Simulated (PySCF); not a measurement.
## State search for SiHg⁺

Unrestricted PBE0; PySCF, scalar-relativistic core potentials, basis sets Si def2-SVP, Hg def2-SVP with ECP60. Outer shells of the fragments: Si+ 3s2 3p1; Hg 5d10 6s2.

Followed along the bond (rough minima from three points):

```json
{"2Ms+1": "2", "unpaired": "π ↑", "⟨S²⟩ at the start": "0.76", "R at minimum (Å)": "2.64", "Te (eV)": "0.00"}
{"2Ms+1": "2", "unpaired": "σ ↑", "⟨S²⟩ at the start": "0.76", "R at minimum (Å)": "none in the scan", "Te (eV)": "≤ 1.16"}
{"2Ms+1": "4", "unpaired": "σ ↑, π ↑↑", "⟨S²⟩ at the start": "3.76", "R at minimum (Å)": "none in the scan", "Te (eV)": "≤ 2.46"}
```

Solutions found at the starting distance of 2.590 Å, counted from the lowest of them; the search is not exhaustive and high or unbound solutions are not listed, so other states can lie among these:

```tsv
2Ms+1	unpaired	term	E (eV)	⟨S²⟩	⟨Lz²⟩	μ (D)
2	π ↑	²Π	0.00	0.76	1.01	-4.30
2	σ ↑	²Σ⁺	1.35	0.76	0.00	-7.17
4	σ ↑, π ↑↑	⁴Σ⁻	2.50	3.76	0.00	-1.78
4	σ ↑↑, π ↑	⁴Π	3.04	3.75	1.00	-4.18
2	σ ↓, π ↑↑	mixed	3.11	1.77	0.00	-1.19
2	σ ↑, π ↑↓	mixed	3.15	1.77	2.02	-1.49
2	σ ↑	mixed	4.09	0.76	2.00	-1.81
4	σ ↑, π ↑↑	mixed	6.78	3.76	2.02	-7.33
2	π ↑	²Π	8.35	0.95	1.01	0.06
4	π ↑↑, δ ↑	⁴Δ	8.50	3.76	4.00	-1.10
```

A term symbol is given only where ⟨S²⟩ and ⟨Lz²⟩ are close to those of a pure state; real π, δ and φ orbitals otherwise mix terms. A positive dipole points towards Hg; it is taken about the centre of mass and depends on that origin.

Spin–orbit coupling is left out. Counting both spins, an empty level lies below a filled one in some of these solutions, because spin and occupation are held.
